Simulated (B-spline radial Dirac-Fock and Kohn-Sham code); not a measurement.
**The L3-M45M45 Auger spectrum of As⁵⁺**

System: As⁵⁺ in the configuration [Ar] 3d10.

Level of theory: ΔSCF Dirac-Fock with Breit, self-energy and vacuum polarisation, finite nucleus, configuration average; a B-spline atomic structure program. The two-hole levels come from diagonalising the Coulomb interaction among the jj configurations; intensities are independent-particle Coulomb rates. Kinetic energies are from the vacuum level. Correlation and solid-state effects are left out.

```csv
kinetic energy (eV),J,leading jj holes (weight),leading LS term (weight),intensity (%)
1125.5,0,M5M5 (0.51),¹S0 (0.99),1.6
1133.1,4,M4M5 (0.84),¹G4 (1.00),60.8
1134.1,0,M4M4 (0.51),³P0 (0.99),0.2
1134.2,1,M4M5 (1.00),³P1 (1.00),0.5
1134.2,2,M4M5 (0.68),³P2 (0.71),3.3
1135.1,2,M5M5 (0.80),¹D2 (0.69),7.3
1137.7,2,M4M4 (0.52),³F2 (0.97),6.2
1138.1,3,M4M5 (1.00),³F3 (1.00),7.6
1138.7,4,M5M5 (0.84),³F4 (1.00),12.5
```

The strongest line, by its leading LS label ¹G4, lies at 1133.1 eV. The mean weight of the leading component is 0.75 in jj and 0.93 in LS coupling, so LS labels describe these levels better.

Values without a named source are computed, but for edge energies of neutral atoms, which are taken from tables.
